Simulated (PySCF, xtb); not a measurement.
oxadisiletane (CH6OSi2), SMILES C1O[SiH2][SiH2]1.

GFN2-xTB in xtb at its own geometry gives an orbital gap of 3.74 eV and a dipole moment of 1.92 D.

Geometry: TPSSh-D3(BJ)/def2-SVP.

Q: What does PySCF with M06-2X/def2-TZVP give? (Estimate from the structure and the level; the computed values follow.)

A: gap 9.07 eV (levels -8.71 and 0.36 eV), dipole 1.47 D.
